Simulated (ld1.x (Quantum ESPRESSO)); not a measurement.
## Transferability test, RRKJ potential for K

ld1.x (Quantum ESPRESSO) 7.5 input, shortened:

```
&input
   title='K', zed=19., rel=2, dft='WC', iswitch=3,
   config='[Ar] 3d-2 4s0.75 4p0.25', rel_dist='average'
 /
 &inputp
   pseudotype=2, tm=.false., rho0=0.001, lloc=2,
   nlcc=.false.
 /
3
3S  1  0   2.00   0.00  2.00  2.00  0.0
3P  2  1   6.00   0.00  1.30  1.30  0.0
3D  3  2  -2.00   0.30  1.50  1.50  0.0
 &test
   configts(1)='3s2 3p6 4s0.75 4p0.25'
 /
```

Open shells are filled in proportion to 2j + 1 (rel_dist='average').

Occupied shells without a wave of their own: 4p, 4s. They enter only through the test configuration that unscreens the potential.

Energies are relative to the spin-unpolarised reference configuration 3s2 3p6 4s0.75 4p0.25; without spin polarisation the order of configurations can differ from experiment. The d channel is local and has no spin–orbit splitting in the pseudo-atom.

Question: Give the all-electron excitation energy and the error of the potential for: 3s2 3p6 4s1 4p0; 3s2 3p6 4s0 4p0; 3s2 3p6 4s0.5 4p0; 3s2 3p6 4s0 4p1; 3s1 3p6 4s1 4p0; 3s2 3p5 4s1 4p0.

Answer:

```tsv
valence configuration	charge	ΔE all-electron (eV)	error AE − PS (meV)
3s2 3p6 4s1 4p0	0	-0.369	-6.5
3s2 3p6 4s0 4p0	+1	3.804	+33
3s2 3p6 4s0.5 4p0	+0.5	1.220	+7.7
3s2 3p6 4s0 4p1	0	1.109	+21
3s1 3p6 4s1 4p0	+1	41.581	+34
3s2 3p5 4s1 4p0	+1	24.579	-34
```

ld1.x printed “convergence not achieved” for 4 of the counted tests; their residual had stalled under 1e-8, short of the target of 1e-14.
